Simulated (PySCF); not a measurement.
## MN15 on Li⁺ (lithium, charge +1)

Configuration: 1s2, closed-shell 1S. Calculation: PySCF 2.14, in cc-pVTZ-DK; scalar relativity by spin-free X2C-1e.

```json
{
  "Total energy": "-7.2996 hartree",
  "One-electron energy": "-8.8812 hartree",
  "Hartree (Coulomb) energy": "3.2890 hartree",
  "Exchange-correlation energy": "-1.7074 hartree",
  "⟨S²⟩": "0.0000",
  "⟨L²⟩": "0.000",
  "Sum of ⟨r⟩": "1.152 bohr",
  "Sum of ⟨r²⟩": "0.9066 bohr²",
  "Langevin diamagnetic susceptibility": "-0.718 ×10⁻⁶ cm³/mol",
  "Time after the integrals": "0.1 s of wall time on 1 thread of Neoverse-V1 (shared host)"
}
```

```tsv
shell	electrons	mean orbital energy (hartree)	rms radius, mean of both spins (bohr)
1s	2	-2.39406	0.673
```
